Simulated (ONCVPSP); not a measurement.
# Configuration tests for N (ONCV)

```
Element                 : nitrogen
Generator               : ONCVPSP 4.0.1
Type                    : optimised norm-conserving Vanderbilt (ONCV)
Functional              : PBE
Relativity              : scalar-relativistic
Frozen core             : [He]
Valence charge          : 5
Reference configuration : 2s1 2p4
Partial waves           : 2s: rc 0.80 bohr, ncon 4, nbas 8, qcut 7.3 1/bohr, 1 projector; 2p: rc 1.35 bohr, ncon 4, nbas 7, qcut 9.4 1/bohr, 1 projector; d scattering state at 0.04 Ha: rc 1.05 bohr, ncon 4, nbas 8, qcut 10.8 1/bohr, 2 projectors, debl 1 Ha
Local potential         : polynomial inside 0.70 bohr (lpopt 5, dvloc0 0 Ha)
Core correction         : Teter function, parameters optimised by the program
```

Energies are relative to the spin-unpolarised reference configuration 2s1 2p4; without spin polarisation the order of configurations can differ from experiment.

| valence configuration | charge | ΔE all-electron (eV) | error AE − PS (meV) |
| --- | --- | --- | --- |
| 2s2 2p1 | +2 | 30.937 | +107 |
| 2s1 2p3 | +1 | 13.865 | +2.0 |

(1) What are ΔE and the potential's error for 2s2 2p2?

(2) What are ΔE and the potential's error for 2s2 2p3?

Levels in the configuration 2s2 2p2:

| level | all-electron (eV) | pseudo (eV) |
| --- | --- | --- |
| 2s | -32.462 | -32.451 |
| 2p | -20.688 | -20.651 |

## Answers

(1) ΔE = 2.084 eV all-electron; the error (AE − PS) is +22 meV.

(2) ΔE = -11.507 eV all-electron; the error (AE − PS) is +4.4 meV.
